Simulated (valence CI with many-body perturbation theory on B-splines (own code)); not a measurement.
# Te XXXVIII: electric-dipole lines

Calculated by relativistic CI+MBPT: five valence electrons over a frozen Dirac-Fock core [Ne], radial functions for each j: 9 s, 9 p, 8 d, 6 f, 3 g, 1 h, with the one-electron correlation potential Σ1 (screened to all orders), the two-electron term Σ2, the three-electron term Σ3, Breit, model QED; selected single and double excitations, second order for the rest (own B-spline code, finite nucleus).

The last digits are not significant, and no measured levels were compared; by estimate large intervals hold to a few tenths of a per cent, small ones and those within an open d or f shell to about a per cent. Among the levels kept, up to 530 cm⁻¹ of a level comes from second order outside the variational space, and about a tenth of that is noise between levels of different J, which matters for small intervals.

Lines 51 to 100 of 220 in falling wavelength, among levels below 2706300 cm⁻¹, chosen from the strongest by gf and those to the six lowest levels. Wavelengths and rates use the calculated energies. Electric multipoles are in the length gauge, E1 and E2 with the static RPA response of the core. Weak lines are less certain than strong ones. Lines between different terms over intervals too small for the method are left out, as are lines whose strength nearly cancels. The highest levels of a list are the least certain.

Levels are named by their leading jj configuration (3d3/2^4 stands for four electrons in 3d with j = 3/2), which in mixed levels can hold well under half, so a name can repeat and another be missing. Letters in brackets count levels of one name in rising energy.

```tsv
λ vac (nm)	Upper	Lower	A (s⁻¹)	S (a.u.) with core polarisation	S without
12.78	(3s 3p1/2^2 3p3/2 3d3/2) J=1/2 [a]	(3s^2 3p1/2 3p3/2 3d3/2) J=1/2 [a]	4.15e+09	8.56e-03	8.74e-03
12.78	(3s^2 3p1/2 3p3/2 3d3/2) J=3/2 [b]	(3s^2 3p3/2^3) J=3/2	3.15e+07	1.30e-04	1.33e-04
12.75	(3s 3p1/2^2 3p3/2 3d3/2) J=1/2 [b]	(3s^2 3p1/2 3p3/2 3d3/2) J=3/2 [b]	9.28e+08	1.90e-03	1.94e-03
12.73	(3s 3p1/2^2 3p3/2 3d3/2) J=3/2 [a]	(3s^2 3p1/2 3p3/2 3d3/2) J=3/2 [a]	2.78e+09	1.13e-02	1.16e-02
12.68	(3s 3p1/2^2 3p3/2 3d3/2) J=1/2 [a]	(3s^2 3p1/2 3p3/2 3d3/2) J=3/2 [a]	1.91e+09	3.85e-03	3.93e-03
12.67	(3s 3p1/2^2 3p3/2 3d3/2) J=3/2 [a]	(3s^2 3p1/2 3p3/2 3d3/2) J=5/2 [a]	2.26e+09	9.06e-03	9.25e-03
12.61	(3s 3p1/2^2 3p3/2 3d3/2) J=1/2 [b]	(3s^2 3p1/2 3p3/2 3d3/2) J=1/2 [b]	3.08e+09	6.09e-03	6.21e-03
12.49	(3s 3p1/2^2 3p3/2 3d3/2) J=5/2 [b]	(3s^2 3p1/2 3p3/2 3d3/2) J=5/2 [b]	1.66e+09	9.58e-03	9.78e-03
12.37	(3s 3p1/2^2 3p3/2 3d3/2) J=7/2	(3s^2 3p1/2 3p3/2 3d3/2) J=5/2 [a]	7.99e+08	5.97e-03	6.09e-03
12.28	(3s 3p1/2 3p3/2^3) J=3/2 [a]	(3s^2 3p3/2^3) J=3/2	1.09e+08	3.99e-04	4.07e-04
12.12	(3s 3p1/2^2 3p3/2^2) J=1/2	(3s^2 3p1/2 3p3/2^2) J=1/2	9.32e+09	1.64e-02	1.67e-02
11.95	(3s 3p1/2^2 3p3/2^2) J=3/2	(3s^2 3p1/2 3p3/2^2) J=1/2	2.90e+07	9.75e-05	9.96e-05
11.87	(3s 3p1/2^2 3p3/2 3d5/2) J=5/2	(3s^2 3p1/2 3p3/2 3d5/2) J=5/2 [a]	4.35e+09	2.15e-02	2.20e-02
11.75	(3s^2 3p1/2^2 3d5/2) J=5/2	(3s^2 3p1/2 3p3/2^2) J=5/2	1.25e+09	5.99e-03	6.12e-03
11.69	(3s^2 3p1/2 3p3/2 3d5/2) J=1/2 [a]	(3s^2 3p3/2^3) J=3/2	1.41e+09	2.22e-03	2.27e-03
11.67	(3s^2 3p1/2 3p3/2 3d5/2) J=5/2 [b]	(3s^2 3p3/2^3) J=3/2	1.55e+09	7.32e-03	7.48e-03
11.53	(3s 3p1/2^2 3p3/2 3d5/2) J=3/2	(3s^2 3p1/2 3p3/2 3d5/2) J=5/2 [a]	1.03e+10	3.12e-02	3.19e-02
11.49	(3s 3p1/2^2 3p3/2 3d5/2) J=7/2	(3s^2 3p1/2 3p3/2 3d5/2) J=9/2	1.60e+09	9.61e-03	9.82e-03
11.24	(3s 3p1/2^2 3p3/2 3d3/2) J=3/2 [b]	(3s^2 3p1/2 3p3/2 3d3/2) J=1/2 [a]	1.01e+09	2.84e-03	2.90e-03
11.16	(3s 3p1/2^2 3p3/2 3d3/2) J=3/2 [b]	(3s^2 3p1/2 3p3/2 3d3/2) J=3/2 [a]	8.60e+08	2.36e-03	2.41e-03
11.13	(3s 3p1/2^2 3p3/2 3d5/2) J=5/2	(3s^2 3p1/2 3p3/2 3d5/2) J=3/2 [a]	5.47e+09	2.23e-02	2.28e-02
11.11	(3s 3p1/2^2 3p3/2 3d3/2) J=3/2 [b]	(3s^2 3p1/2 3p3/2 3d3/2) J=5/2 [a]	5.63e+09	1.53e-02	1.56e-02
10.96	(3s^2 3p1/2 3p3/2 3d5/2) J=3/2 [b]	(3s^2 3p3/2^3) J=3/2	1.96e+08	5.09e-04	5.21e-04
10.94	(3s^2 3p1/2^2 3d5/2) J=5/2	(3s^2 3p1/2 3p3/2^2) J=3/2	2.22e+09	8.59e-03	8.78e-03
10.94	(3s 3p1/2^2 3p3/2^2) J=3/2	(3s^2 3p1/2 3p3/2^2) J=5/2	9.69e+09	2.51e-02	2.56e-02
10.83	(3s^2 3p1/2 3p3/2 3d5/2) J=5/2 [c]	(3s^2 3p3/2^3) J=3/2	2.94e+09	1.11e-02	1.13e-02
10.83	(3s 3p1/2^2 3p3/2 3d5/2) J=3/2	(3s^2 3p1/2 3p3/2 3d5/2) J=3/2 [a]	4.35e+09	1.09e-02	1.11e-02
10.70	(3s 3p1/2^2 3p3/2 3d5/2) J=7/2	(3s^2 3p1/2 3p3/2 3d5/2) J=7/2 [a]	1.28e+09	6.19e-03	6.32e-03
10.57	(3s 3p1/2^2 3p3/2 3d3/2) J=5/2 [b]	(3s^2 3p1/2 3p3/2 3d3/2) J=7/2	1.08e+10	3.76e-02	3.84e-02
10.36	(3s 3p1/2^2 3p3/2 3d3/2) J=5/2 [a]	(3s 3p1/2^2 3p3/2^2) J=3/2	1.68e+09	5.55e-03	5.67e-03
10.36	(3s 3p1/2^2 3p3/2^2) J=1/2	(3s^2 3p1/2 3p3/2^2) J=3/2	1.05e+07	1.16e-05	1.19e-05
10.27	(3s 3p1/2^2 3p3/2 3d3/2) J=3/2 [a]	(3s 3p1/2^2 3p3/2^2) J=3/2	1.77e+09	3.78e-03	3.86e-03
10.24	(3s 3p1/2^2 3p3/2^2) J=3/2	(3s^2 3p1/2 3p3/2^2) J=3/2	4.26e+09	9.02e-03	9.21e-03
10.23	(3s 3p1/2^2 3p3/2 3d3/2) J=1/2 [a]	(3s 3p1/2^2 3p3/2^2) J=3/2	1.27e+09	1.35e-03	1.37e-03
10.14	(3s 3p1/2^2 3p3/2 3d3/2) J=3/2 [a]	(3s 3p1/2^2 3p3/2^2) J=1/2	1.20e+09	2.46e-03	2.51e-03
10.11	(3s 3p1/2^2 3p3/2 3d3/2) J=1/2 [a]	(3s 3p1/2^2 3p3/2^2) J=1/2	9.03e+08	9.22e-04	9.41e-04
10.06	(3s 3p1/2 3p3/2^3) J=3/2 [b]	(3s^2 3p3/2^3) J=3/2	8.34e+09	1.67e-02	1.71e-02
10.05	(3s 3p1/2^2 3p3/2 3d5/2) J=3/2	(3s^2 3p1/2 3p3/2 3d3/2) J=1/2 [a]	6.46e+08	1.30e-03	1.32e-03
9.999	(3s 3p1/2^2 3p3/2 3d5/2) J=7/2	(3s^2 3p1/2 3p3/2 3d3/2) J=7/2	3.91e+08	1.54e-03	1.58e-03
9.989	(3s 3p1/2^2 3p3/2 3d5/2) J=3/2	(3s^2 3p1/2 3p3/2 3d3/2) J=3/2 [a]	6.87e+08	1.35e-03	1.38e-03
9.988	(3s 3p1/2^2 3p3/2 3d3/2) J=5/2 [b]	(3s^2 3p1/2 3p3/2 3d3/2) J=3/2 [a]	1.11e+09	3.29e-03	3.35e-03
9.951	(3s 3p1/2^2 3p3/2 3d5/2) J=3/2	(3s^2 3p1/2 3p3/2 3d3/2) J=5/2 [a]	1.29e+09	2.52e-03	2.57e-03
9.844	(3s 3p1/2^2 3p3/2 3d3/2) J=1/2 [b]	(3s^2 3p1/2 3p3/2 3d3/2) J=1/2 [a]	1.35e+09	1.27e-03	1.30e-03
9.784	(3s 3p1/2^2 3p3/2 3d3/2) J=1/2 [b]	(3s^2 3p1/2 3p3/2 3d3/2) J=3/2 [a]	9.14e+09	8.45e-03	8.62e-03
9.751	(3s^2 3p1/2 3p3/2 3d3/2) J=3/2 [a]	(3s^2 3p1/2 3p3/2^2) J=1/2	6.40e+07	1.17e-04	1.19e-04
9.737	(3s^2 3p1/2 3p3/2 3d5/2) J=1/2 [b]	(3s^2 3p3/2^3) J=3/2	4.01e+09	3.66e-03	3.73e-03
9.732	(3s 3p1/2^2 3p3/2 3d3/2) J=5/2 [a]	(3s^2 3p1/2^2 3d5/2) J=5/2	2.16e+09	5.89e-03	6.01e-03
9.692	(3s^2 3p1/2 3p3/2 3d3/2) J=1/2 [a]	(3s^2 3p1/2 3p3/2^2) J=1/2	1.35e+07	1.21e-05	1.22e-05
9.645	(3s 3p1/2^2 3p3/2 3d3/2) J=3/2 [a]	(3s^2 3p1/2^2 3d5/2) J=5/2	1.48e+09	2.61e-03	2.66e-03
9.469	(3s 3p1/2^2 3p3/2 3d3/2) J=7/2	(3s^2 3p1/2^2 3d5/2) J=5/2	1.29e+09	4.32e-03	4.41e-03
```
